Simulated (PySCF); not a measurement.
## Removal energies of Eu³⁵⁺ from EOM-IP-GCCSD

Reference: closed-shell Eu³⁵⁺, [Ar] 3d10; one electron is removed. Calculated with PySCF 2.14, two-component X2C-1e with screened spin-orbit coupling, an even-tempered Gaussian basis (18 s from 2.2 bohr⁻², ratio 2.6; 15 p from 2.9 bohr⁻², ratio 2.6; 10 d from 2.9 bohr⁻², ratio 2.6; 6 f from 3 bohr⁻², ratio 2.8); frozen [Ar]; the 98 highest virtual spinors dropped; of the others 70 kept and the rest restored at second order. No Breit or QED terms. Binding energies in eV.

```
level  Koopmans  second order  EOM-CCSD
3d3/2    2530.9        2530.1    2530.2
3d5/2    2500.0        2499.3    2499.4
```

For comparison, the ionisation energy of Eu³⁵⁺ is 2495 ± 5 eV (theoretical estimate listed by NIST; NIST Atomic Spectra Database, ionization energies).
